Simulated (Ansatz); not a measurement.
Geometry optimisation, RKS LDA/def2-SVP (Ansatz 0.2.0).

Input file:

```yaml
crystal:
  periodic: [false, false, false]
  atoms:
    - { symbol: Al, position_ang: [0.075283, -0.627393, 0.603992] }
    - { symbol: S, position_ang: [-0.332526, 2.732261, -0.460697] }
    - { symbol: "N", position_ang: [1.552126, 0.366196, 0.876652] }
    - { symbol: "N", position_ang: [-0.882788, -1.226711, 1.956621] }
    - { symbol: H, position_ang: [-0.316137, 1.905815, -1.546936] }
    - { symbol: Si, position_ang: [-0.51929, -0.810406, -1.658044] }
    - { symbol: H, position_ang: [0.593478, 1.887661, 0.180211] }
    - { symbol: H, position_ang: [2.286948, 0.377065, 0.15834] }
    - { symbol: H, position_ang: [1.950675, 0.635383, 1.782716] }
    - { symbol: H, position_ang: [-0.67858, -1.111758, 2.953172] }
    - { symbol: H, position_ang: [-1.792967, -1.679337, 1.831566] }
    - { symbol: H, position_ang: [-1.968553, -0.476413, -1.915157] }
    - { symbol: H, position_ang: [-0.268008, -2.154658, -2.305731] }
    - { symbol: H, position_ang: [0.300238, 0.182396, -2.456703] }
basis:
  gaussian: { orbitals: def2-SVP }
hamiltonian:
  xc: lda
relax:
  f_tol: 0.03
  max_steps: 50
```

Launched with:

```bash
$ ansatz run input.yaml --threads 4 --pin off --max-ram 5120MiB --backend cpu --events-out ev --progress --plain --runs-dir out
```

Problem. Where does it end, and by what steps?

Solution. The run converged. After 33 steps the energy has fallen by 1.330 eV; H7 moved furthest, 1.38 Å. Parted: S2–H7 (1.41 → 2.79 Å). Joined: Al1–S2 (3.55 → 2.24 Å), N3–H7 (1.93 → 1.04 Å).

| step | energy less start (eV) | largest force component (eV/Å) | accepted |
| --- | --- | --- | --- |
| 0 | 0.0000 | 0.740 | yes |
| 2 | -0.1344 | 0.683 | yes |
| 4 | -0.3028 | 0.471 | yes |
| 6 | -0.5196 | 1.469 | yes |
| 8 | -0.9847 | 2.041 | yes |
| 10 | -1.1456 | 1.372 | yes |
| 12 | -1.2416 | 0.566 | yes |
| 14 | -1.2665 | 0.410 | yes |
| 16 | -1.2936 | 0.180 | yes |
| 18 | -1.2880 | 0.579 | no |
| 20 | -1.3086 | 0.141 | yes |
| 22 | -1.3123 | 0.161 | yes |
| 24 | -1.3155 | 0.194 | yes |
| 26 | -1.3204 | 0.314 | yes |
| 28 | -1.3088 | 0.433 | no |
| 30 | -1.3291 | 0.087 | yes |
| 32 | -1.3302 | 0.040 | yes |
| 33 | -1.3303 | 0.015 | yes |

```xyz
14
Properties=species:S:1:pos:R:3
Al -0.347 0.179 0.315
S -0.831 2.359 0.457
N 1.643 0.347 0.679
N -0.779 -0.632 1.875
H -0.997 2.502 -0.889
Si -0.522 -0.837 -1.897
H 1.773 1.375 0.690
H 2.358 -0.092 0.080
H 1.717 -0.002 1.652
H -1.613 -0.296 2.371
H -0.724 -1.649 2.006
H -1.946 -0.960 -2.391
H 0.056 -2.237 -1.977
H 0.212 -0.056 -2.971
```

Run time: 65 s on 4 threads of Arm Neoverse N1, with other jobs on the host, peak memory 0.18 GiB.
